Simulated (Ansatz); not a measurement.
Geometry optimisation, RHF/def2-SVP (Ansatz 0.2.0).

Input:

```yaml
crystal:
  periodic: [false, false, false]
  atoms:
    - { symbol: W, position_ang: [0.206957, 0.214763, -0.369058] }
    - { symbol: H, position_ang: [0.397803, 0.41847, 2.537417] }
    - { symbol: H, position_ang: [1.293623, -0.753604, 0.414499] }
    - { symbol: H, position_ang: [-0.775603, 1.291413, 0.410558] }
    - { symbol: H, position_ang: [-1.417831, -0.216792, -0.191361] }
    - { symbol: H, position_ang: [-0.206955, -1.414005, -0.186035] }
    - { symbol: H, position_ang: [0.372434, 0.378732, -2.062034] }
    - { symbol: F, position_ang: [1.467782, 1.492705, 0.214189] }
    - { symbol: H, position_ang: [0.819791, 0.836417, 2.138724] }
basis:
  gaussian: { orbitals: def2-SVP }
hamiltonian:
  xc: hf
relax:
  f_tol: 0.03
  max_steps: 50
```

Run as:

```bash
$ ansatz run input.yaml --threads 1 --pin off --max-ram 2048MiB --backend cpu --events-out ev --progress --plain --runs-dir out
```

Task: Where does it end, and by what steps?

Result: It converged. After 21 steps the energy has fallen by 1.593 eV; H9 moved furthest, 2.32 Å.

```
step  energy less start (eV)  largest force component (eV/Å)  accepted
   0                  0.0000                           0.945       yes
   1                 -0.1309                           0.309       yes
   2                 -0.1644                           0.281       yes
   3                 -0.1851                           0.194       yes
   4                 -0.2042                           0.274       yes
   5                 -0.2442                           0.565       yes
   6                 -0.3448                           0.908       yes
   7                 -0.5539                           1.035       yes
   8                 -0.8370                           1.754       yes
   9                 -0.9767                           0.794       yes
  10                 -0.9822                           1.002       yes
  11                 -0.9772                           0.627        no
  12                 -1.0470                           0.195       yes
  13                 -1.0527                           0.166       yes
  14                 -1.0595                           0.114       yes
  15                 -1.0748                           0.189       yes
  16                 -1.1452                           0.430       yes
  17                 -1.3464                           0.576       yes
  18                 -1.5157                           0.698       yes
  19                 -1.5908                           0.094       yes
  20                 -1.5927                           0.031       yes
  21                 -1.5928                           0.002       yes
```

```xyz
9
Properties=species:S:1:pos:R:3
W 0.233 0.241 -0.841
H 0.577 0.597 4.120
H 0.525 -0.737 0.485
H -0.752 0.525 0.481
H -1.325 0.730 -1.208
H 0.741 -1.312 -1.202
H -0.401 -0.405 -2.248
F 1.508 1.530 -1.118
H 1.052 1.078 4.438
```

Whether the end is a true minimum wasn't checked by a vibrational analysis.

The run took 52 s on 1 thread of AMD EPYC 7R43 64-Core Processor (Zen 3) (shared host), peak memory 0.15 GiB.
